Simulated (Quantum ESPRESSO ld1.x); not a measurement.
Values are calculated unless marked as measured or tabulated.
Task: The aim is the tellurium ion Te2+ in [Kr] 4d10 5s2 5p2. This ld1.x (Quantum ESPRESSO 7.5) run was made with `OMP_NUM_THREADS=1 ld1.x < ld1.in > ld1.out`. Can the result be used? Name any fault.

```
 &input
    zed=52.0,
    iswitch=1,
    rel=2,
    lsd=1,
    dft='PBESOL',
    config='[Kr] 4d10 5s2 5p2',
    lsmall=.true.,
    prefix='ld1',
    max_out_wfc=37,
    file_charge='ld1.rho',
 /
```

Output (excerpt):

```
     Program LD1 v.7.5 starts

 %%%%%%%%%%%%%%%%%%%%%%%%%%%%%%%%%%%%%%%%%%%%%%%%%%%%%%%%%%%%%%%%%%%%%%%%%%%%%%
     Error in routine ld1_readin (1):
     local spin density and spin-orbit not allowed
 %%%%%%%%%%%%%%%%%%%%%%%%%%%%%%%%%%%%%%%%%%%%%%%%%%%%%%%%%%%%%%%%%%%%%%%%%%%%%%

     stopping ...
```

Result: No (refused). The line at issue: lsd=1. The program stops in ld1_readin with "local spin density and spin-orbit not allowed": spin polarisation goes with rel = 0 or 1 alone. The sound input gives -6792.94 hartree.
